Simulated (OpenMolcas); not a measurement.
Multiconfigurational calculation on Se4+

Input:

```
&GATEWAY
Coord
1

Se 0.0 0.0 0.0
Basis=ANO-RCC
Group=XYZ
NoMove
AngMom=0.0 0.0 0.0
AMFI
&SEWARD
&RASSCF
FileOrb=start.orb
Symmetry=1
Spin=3
nActEl=2 0 0
Inactive=8 6
Ras2=1 3
CIRoot=3 3 1
SDav=3
CIMx=300
Iter=120 100
PrWF=0.3
OrbListing=Nothing
MaxOrb=0
Atom
>>> COPY $Project.JobIph JOBPRE
&RASSCF
FileOrb=start.orb
Symmetry=1
Spin=3
nActEl=2 0 0
Inactive=8 6
Ras2=2 6
CIRoot=3 3 1
SDav=16
CIMx=300
Iter=120 100
PrWF=0.3
OrbListing=Nothing
MaxOrb=0
Atom
>>> COPY $Project.JobIph JOB001
&RASSCF
FileOrb=start.orb
Symmetry=1
Spin=1
nActEl=2 0 0
Inactive=8 6
Ras2=2 6
CIRoot=7 7 1
SDav=24
CIMx=300
Iter=120 100
PrWF=0.3
OrbListing=Nothing
MaxOrb=0
Atom
>>> COPY $Project.JobIph JOB002
&RASSCF
FileOrb=start.orb
Symmetry=2
Spin=3
nActEl=2 0 0
Inactive=8 6
Ras2=2 6
CIRoot=3 3 1
SDav=12
CIMx=300
Iter=120 100
PrWF=0.3
OrbListing=Nothing
MaxOrb=0
Atom
>>> COPY $Project.JobIph JOB003
&RASSCF
FileOrb=start.orb
Symmetry=2
Spin=1
nActEl=2 0 0
Inactive=8 6
Ras2=2 6
CIRoot=3 3 1
SDav=12
CIMx=300
Iter=120 100
PrWF=0.3
OrbListing=Nothing
MaxOrb=0
Atom
>>> COPY $Project.JobIph JOB004
&RASSI
NrOfJobIphs=4 3 7 3 3
1 2 3
1 2 3 4 5 6 7
1 2 3
1 2 3
IphNames
JOB001
JOB002
JOB003
JOB004
EJob
SpinOrbit
DIPRint=1.0
SOCoupling=1000.0
Subsets=2
MEES
Property=10
'ANGMOM' 1 'ANGMOM' 2 'ANGMOM' 3 'MLTPL  1' 1 'MLTPL  1' 2 'MLTPL  1' 3
'AMFI' 1 'AMFI' 2 'AMFI' 3 'MLTPL  2' 6
SOProperty=3
'ANGMOM' 1 'ANGMOM' 2 'ANGMOM' 3
```

Launched by
```bash
OMP_NUM_THREADS=1 MOLCAS_MEM=2252 MOLCAS_PROJECT=a pymolcas a.inp > a.log  # once for each step of the input, in one work folder
```

A driver script runs the steps one by one and writes start.orb anew before each from the orbitals found so far.

Output, cut to the results:

```
--- SEWARD ---
Basis set label: SE.ANO-RCC.........

      Electronic valence basis set:
      ------------------
      Associated Effective Charge  34.000000 au
      Associated Actual Charge     34.000000 au
      Nuclear Model: Point charge

      Shell  nPrim  nBasis  Cartesian Spherical Contaminant
         s      20       9        X
         p      17       8        X
         d      11       6                 X
         f       4       4                 X
         g       2       2                 X
                  Relativistic Douglas-Kroll-Hess integrals:
                    - DKH order of Hamiltonian: 2
                    - DKH order of Properties : 0
                  Atomic mean-field integrals
--- RASSCF ---
Wave function specifications:
      -----------------------------

      Number of closed shell electrons          28
      Number of electrons in active shells       2
      Max number of holes in RAS1 space          0
      Max nr of electrons in RAS3 space          0
      Number of inactive orbitals               14
      Number of active orbitals                  8
      Number of secondary orbitals              87
      Spin quantum number                      1.0
      State symmetry                             1
Orbital specifications:
      -----------------------

      Symmetry species                           1   2
                                                ag  au
      Frozen orbitals                            0   0
      Inactive orbitals                          8   6
      Active orbitals                            2   6
      RAS1 orbitals                              0   0
      RAS2 orbitals                              2   6
      RAS3 orbitals                              0   0
      Secondary orbitals                        47  40
      Deleted orbitals                           0   0
      Number of basis functions                 57  52
      Number of CSFs                            16
      Number of root(s) required                 3
      Iter CI   SX   CI       RASSCF       Energy    max ROT     max BLB   max BLB  Level Ln srch  Step   QN
          iter iter root      energy       change     param      element    value   shift minimum  type update
 Nr of preliminary CI iterations:   1
 ###############################################################################
 ###############################################################################
 ###                                                                         ###
 ###                                                                         ###
 ###    WARNING: Problems in orbital optimization.                           ###
 ###                                                                         ###
 ###                                                                         ###
 ###############################################################################
 ###############################################################################
  Warning: In symmetry  1, orbital p=   9 has diagonal density matrix element D(p,p) close to zero. D(p,p)=  1.117270E-27
  Warning: In symmetry  1, orbital p=  10 has diagonal density matrix element D(p,p) close to zero. D(p,p)=  1.117270E-27
        ...
 ###############################################################################
  Warning: In symmetry  1, orbital p=   9 has diagonal density matrix element D(p,p) close to zero. D(p,p)=  3.027029E-28
  Warning: In symmetry  1, orbital p=  10 has diagonal density matrix element D(p,p) close to zero. D(p,p)=  3.027029E-28
        4   1    2    0  -423.28532842    2.27E-12   4.73E-07    4  22 2  2.44E-07   0.50   0.00    SX    NO
      Convergence after  4 iterations
        5   1    2    0  -423.28532842    0.00E+00   4.73E-07    4  22 2 -1.00E-07   0.50   0.00    SX    NO
      Natural orbitals and occupation numbers for root  1
      sym 1:   0.000000   0.000000
      sym 2:   0.999812   0.999812  -0.000000   0.000000   0.000188   0.000188
      Natural orbitals and occupation numbers for root  2
      sym 1:   0.000000   0.000000
      sym 2:  -0.000000   0.999812   0.999812   0.000188  -0.000000   0.000188
      Natural orbitals and occupation numbers for root  3
      sym 1:   0.000000   0.000000
      sym 2:   0.999812  -0.000000   0.999812   0.000188   0.000188   0.000000
::    RASSCF root number  1 Total energy:  -2423.28532842
::    RASSCF root number  2 Total energy:  -2423.28532842
...
--- RASSI ---
SPIN-FREE ENERGIES:
  (Shifted by EMIN (a.u.) =      -2424.2614064040)

 SF State       Relative EMIN(au)   Rel lowest level(eV)    D:o, cm**(-1)      L_eff

     4             0.0000000000        0.0000000000              0.0000         0.0
    11             0.4128206154       11.2334212172          90603.6524         1.0
    12             0.4128206154       11.2334212172          90603.6524         1.0
    13             0.4128206154       11.2334212172          90603.6524         1.0
    14             0.6457052934       17.5705361405         141715.9312         1.0
    15             0.6457052934       17.5705361405         141715.9312         1.0
    16             0.6457052934       17.5705361405         141715.9312         1.0
     2             0.9760779793       26.5604348999         214224.3547         1.0
     3             0.9760779793       26.5604348999         214224.3547         1.0
     1             0.9760779793       26.5604348999         214224.3547         1.0
     8             1.0395658950       28.2880290957         228158.3416         2.0
     9             1.0395658950       28.2880290957         228158.3416         2.0
     5             1.0395658950       28.2880290957         228158.3416         2.0
     6             1.0395658950       28.2880290957         228158.3416         2.0
     7             1.0395658950       28.2880290957         228158.3416         2.0
    10             1.1676680714       31.7738668990         256273.5195         0.0
     Dipole printing threshold changed to   1.00000000E+00

++ Dipole transition strengths (spin-free states):
   -----------------------------------------------
     for osc. strength at least  1.00000000E+00

  ( Max oscillator strength is only   0.64763922935212015      )
--
Eigenvalues of complex Hamiltonian:
   -----------------------------------
  (Shifted by EMIN (a.u.) =      -2424.2614064040)

...
```

Levels above the lowest, from the spin-orbit matrix, grouped by J:

| Configuration | Term | J | E (cm-1) | Measured (cm-1) | g | Term weight % | Second |
| --- | --- | --- | --- | --- | --- | --- | --- |
| 4s2 | 1S | 0 | 0.0 | 0.0 |  | 100 |  |
| 4s 4p | 3P* | 0 | 87538 | 89749 |  | 100 |  |
| 4s 4p | 3P* | 1 | 88993 | 91350 | 1.500 | 100 |  |
| 4s 4p | 3P* | 2 | 92142 | 94960 | 1.501 | 100 |  |
| 4s 4p | 1P* | 1 | 141799 | 131733 | 1.001 | 100 |  |
| 4p2 | 3P | 0 | 210870 | 211794 |  | 99 |  |
| 4p2 | 3P | 1 | 212729 | 214091 | 1.501 | 100 |  |
| 4p2 | 3P | 2 | 215374 | 218615 | 1.488 | 97 | 3 1D |
| 4p2 | 1D | 2 | 228514 | 213203 | 1.013 | 97 | 3 3P |

Against the 8 measured excited levels shown (the list in Rauch et al., Astron. Astrophys. 606, A105 (2017)) the mean absolute deviation is 4800 cm-1; the largest miss in energy is 4p2 1D2: computed 228514, measured 213203 cm-1 (+7.2 %). Levels of one J stand in another order than measured, so their pairing by name is doubtful.

Active for correlation alone: 5p 5s; no level in the range computed is led by a configuration that fills them, so any true level of that kind is missing. The ¹D term of p² mixes with s d, which this space lacks. Computed and measured levels are paired by configuration, term and J; levels that our copy of the source lacks, or whose pairing is in doubt (as where it misses far off the trend of its configuration), stay unpaired and out of the deviations. Levels of configurations outside the active space are missing. The first state left out of the spin-orbit step lies near 290000 cm-1 above the lowest spin-free state of the reference (among the parities and spins computed), and the list stops at four fifths of that energy or lower.

The RASSCF and RASSI steps took 31 s on 1 thread of Arm Neoverse V1, on a shared host; the integral step is not counted.

The term weight is that of the spin-free term in the level, not the purity of its configuration. * marks odd parity.
